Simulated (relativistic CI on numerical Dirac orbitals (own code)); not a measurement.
**Hyperfine structure of W XLI, mass number 183**

Computed by Dirac-Coulomb-Breit CI, separate exchange-only KLI orbitals for each configuration, model QED, unscaled Slater integrals (own radial code, finite nucleus).

CI space (outside the closed core [Ar] 3d10): 4s²4p⁴, 4s4p⁵, 4s²4p³4d, 4p⁶, 4s4p⁴4d, 4s²4p³4f, 4s4p⁴4f, 4p⁵4d, 4s4p³4d², 4s²4p²4d4f, 4p⁵4f, 4p⁴4d², 4p³4d³, 4p³4d²4f. Double excitations out of closed p, d and f shells are left out; levels of such configurations are missing from the list, as are those of other unlisted configurations, and high levels can miss mixing partners.

Nuclear spin I = 1/2, μ = 0.11739 μN (tables of Stone and Pyykkö). The electronic factors are computed for point nuclear moments, without core polarisation or the Bohr-Weisskopf and QED corrections.

| Level | E (eV) | A (MHz) |
| --- | --- | --- |
| 4s²4p⁴ ³P2 | 0.000 | 13550 |
| 4s²4p⁴ ³P1 | 91.944 | -12720 |
| 4s²4p⁴ ¹D2 | 96.641 | 40400 |
| 4s4p⁵ ³P°2 | 195.957 | 74640 |

Levels with J = 0, under 50 % of one LS term, or S terms without an open s electron are left out. Small factors come from cancelling terms and can be off by tens of per cent or more.

At this charge energies of transitions that change n are usually good to better than 1 %, and those within a shell (Δn = 0) to a few per cent.

(1) Give the hyperfine levels of 4s²4p⁴ ³P2 relative to its centre of gravity.

## Answers

(1) With K = F(F + 1) − I(I + 1) − J(J + 1), E = AK/2: F = 3/2: -20330, F = 5/2: 13550 MHz.

LS names give the leading component of a level, which can be under half, so a name can repeat, a term be missing and a line seem to break the LS rules.
